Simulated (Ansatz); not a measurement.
# A saddle search, step by step

BNH₄SF₂, singlet, PBE-D4/def2-SVP (Ansatz 0.2.0). Settings; a guess of the unstable mode was typed too, and convergence needs a confirmed negative curvature besides the force tolerance:

```yaml
hamiltonian: {xc: pbe, dispersion: d4}
saddle:
  f_tol: 0.02
  max_steps: 40
```

Start:

B1  (-0.588, -0.297, -0.381)
N2  (0.428, 0.723, -0.602)
F3  (-0.343, -1.581, -0.692)
F4  (-1.830, 0.103, -0.617)
H5  (0.442, 0.622, 0.740)
S6  (-0.311, -0.149, 1.830)
H7  (0.171, 1.524, -1.056)
H8  (1.321, 0.385, -1.018)
H9  (0.402, -1.249, 1.902)
(Å)

```csv
step,energy less the last (meV),largest force component (eV/Å)
1,408.9,3.513
2,58.0,0.763
3,18.6,0.334
4,6.2,0.140
5,2.4,0.183
6,1.0,0.096
7,0.5,0.052
8,0.3,0.023
9,0.1,0.020
10,0.0,0.003
11,0.0,0.002
```

Step 2, positions (Å) and forces (eV/Å):

```tsv
atom	x	y	z	Fx	Fy	Fz
B1	-0.627	-0.300	-0.387	-0.357	-0.763	0.002
N2	0.453	0.704	-0.630	0.711	0.497	-0.031
F3	-0.289	-1.579	-0.706	-0.178	-0.042	0.001
F4	-1.883	0.133	-0.625	-0.116	-0.025	-0.073
H5	0.486	0.619	0.794	0.068	0.098	0.123
S6	-0.347	-0.158	1.859	-0.491	0.378	0.245
H7	0.143	1.560	-1.093	0.035	0.275	-0.088
H8	1.334	0.359	-1.025	-0.087	-0.048	-0.151
H9	0.423	-1.255	1.918	0.414	-0.370	-0.028
```

Step 3, positions (Å) and forces (eV/Å):

```
atom       x       y       z      Fx      Fy      Fz
  B1  -0.626  -0.313  -0.390  -0.334  -0.325  -0.150
  N2   0.464   0.711  -0.631   0.254   0.302   0.016
  F3  -0.307  -1.598  -0.711  -0.049   0.172   0.076
  F4  -1.887   0.118  -0.634   0.050  -0.038  -0.014
  H5   0.485   0.631   0.825  -0.032  -0.035   0.115
  S6  -0.366  -0.158   1.874  -0.110   0.120  -0.002
  H7   0.167   1.584  -1.089   0.031  -0.109   0.083
  H8   1.325   0.355  -1.057   0.014  -0.047  -0.108
  H9   0.438  -1.249   1.916   0.174  -0.042  -0.015
```

Step 4, positions (Å) and forces (eV/Å):

| atom | x | y | z | Fx | Fy | Fz |
| --- | --- | --- | --- | --- | --- | --- |
| B1 | -0.638 | -0.317 | -0.397 | -0.065 | -0.090 | -0.062 |
| N2 | 0.477 | 0.707 | -0.619 | -0.034 | 0.100 | 0.006 |
| F3 | -0.315 | -1.598 | -0.713 | -0.044 | 0.078 | 0.031 |
| F4 | -1.898 | 0.111 | -0.648 | 0.140 | -0.006 | -0.014 |
| H5 | 0.484 | 0.638 | 0.841 | -0.060 | -0.069 | 0.063 |
| S6 | -0.379 | -0.156 | 1.874 | 0.056 | -0.064 | -0.002 |
| H7 | 0.176 | 1.585 | -1.065 | 0.060 | -0.074 | 0.047 |
| H8 | 1.323 | 0.343 | -1.074 | -0.047 | -0.006 | -0.060 |
| H9 | 0.463 | -1.231 | 1.907 | -0.007 | 0.131 | -0.009 |

Last step (11):

| atom | x (Å) | y (Å) | z (Å) |
| --- | --- | --- | --- |
| B1 | -0.6425 | -0.3268 | -0.3977 |
| N2 | 0.4857 | 0.6947 | -0.6028 |
| F3 | -0.3329 | -1.6038 | -0.7289 |
| F4 | -1.8890 | 0.1250 | -0.6644 |
| H5 | 0.4645 | 0.6331 | 0.8384 |
| S6 | -0.4029 | -0.1715 | 1.8683 |
| H7 | 0.1875 | 1.5813 | -1.0277 |
| H8 | 1.3126 | 0.3307 | -1.0914 |
| H9 | 0.5105 | -1.1811 | 1.9114 |

Hardware: 4 CPU threads of an Arm Neoverse V2, shared host. Wall time about 49 s.
